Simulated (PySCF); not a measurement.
**Electronic structure of K⁺ (potassium, charge +1) at the UHF level**

Configuration: [Ar], closed-shell 1S. Calculation: PySCF 2.14, in x2c-QZVPPall with one added diffuse shell each of s, p, d, f type (12s8p5d4f, 89 functions); scalar relativity by spin-free X2C-1e.

| Quantity | Value |
| --- | --- |
| Total energy | -601.316197 hartree |
| One-electron energy | -822.8438 hartree |
| Hartree (Coulomb) energy | 254.3120 hartree |
| Exchange energy | -32.7844 hartree |
| ⟨S²⟩ | 0.0000 |
| ⟨L²⟩ | 0.000 |
| Sum of ⟨r⟩ | 14.14 bohr |
| Sum of ⟨r²⟩ | 19.48 bohr² |
| Langevin diamagnetic susceptibility | -15.4 ×10⁻⁶ cm³/mol |

| shell | electrons | mean orbital energy (eV) | rms radius, mean of both spins (bohr) |
| --- | --- | --- | --- |
| 1s | 2 | -3656.0 | 0.0937 |
| 2s | 2 | -403.27 | 0.418 |
| 2p | 6 | -319.57 | 0.388 |
| 3s | 2 | -53.790 | 1.37 |
| 3p | 6 | -31.838 | 1.55 |

Densities and radii are taken from the X2C orbitals without a picture-change correction, which distorts them close to the nucleus.
